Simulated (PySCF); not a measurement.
PySCF 2.14 output of a UHF calculation on a single atom or ion in def2-TZVP (6s4p4d1f, 45 functions), with the non-relativistic Hamiltonian (point nucleus):

```
SCF conv_tol = 1e-09
number electrons alpha = 14  beta = 13
cycle= 1 E= -1506.56316595208  delta_E= -0.00296  |g|= 0.0175  |ddm|= 0.0238
cycle= 2 E= -1506.56321102047  delta_E= -4.51e-05  |g|= 0.00279  |ddm|= 0.00432
cycle= 3 E= -1506.56321567966  delta_E= -4.66e-06  |g|= 0.00179  |ddm|= 0.00272
cycle= 4 E= -1506.56321703699  delta_E= -1.36e-06  |g|= 0.000812  |ddm|= 0.000944
cycle= 5 E= -1506.56321963146  delta_E= -2.59e-06  |g|= 0.000339  |ddm|= 0.00344
cycle= 6 E= -1506.56322013901  delta_E= -5.08e-07  |g|= 0.00016  |ddm|= 0.0017
cycle= 7 E= -1506.56322026516  delta_E= -1.26e-07  |g|= 7.67e-05  |ddm|= 0.000898
cycle= 8 E= -1506.56322030112  delta_E= -3.6e-08  |g|= 4.26e-05  |ddm|= 0.000473
cycle= 9 E= -1506.56322031406  delta_E= -1.29e-08  |g|= 1.26e-05  |ddm|= 0.000356
cycle= 10 E= -1506.5632203148  delta_E= -7.41e-10  |g|= 2.23e-06  |ddm|= 8.85e-05
converged SCF energy = -1506.5632203148  <S^2> = 0.75233535  2S+1 = 2.002334
```

The run itself started from symmetry-adapted Hartree-Fock orbitals and held the occupation by maximum overlap, so the iterations belong to that start.

**Question.** Which element, charge and spin multiplicity is this?

**Answer.** Ni+ (nickel, charge +1), multiplicity 2; the state was [Ar] 3d9, 2D determinant.
